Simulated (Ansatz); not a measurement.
Results of the Gaussian-basis code of Ansatz.

A structure relaxed at PBE0-D4/def2-TZVP, charge 0, multiplicity 1:

```xyz
9

N     0.899   -1.406    0.626
C     0.214   -0.478   -0.050
N    -0.140    0.637    0.472
B    -0.864    1.526   -0.360
F    -1.255    2.702    0.120
H     1.147   -1.222    1.584
H     1.169   -2.273    0.202
H    -0.011   -0.768   -1.087
H    -1.159    1.282   -1.506
```

(1) Give its formula and SMILES.

(2) Point group (tolerance 0.08 Å, 0.16 Å for H)?

(3) Summarise the bond lengths by kind.

Results:

(1) CH4BFN2, `N/C=N/BF`.

(2) Cs.

(3) 2 × C–N 1.281 to 1.336 Å; 2 × H–N 1.003 to 1.007 Å; 1 × C–H 1.100 Å; 1 × B–N 1.416 Å; 1 × B–F 1.329 Å; 1 × B–H 1.208 Å.
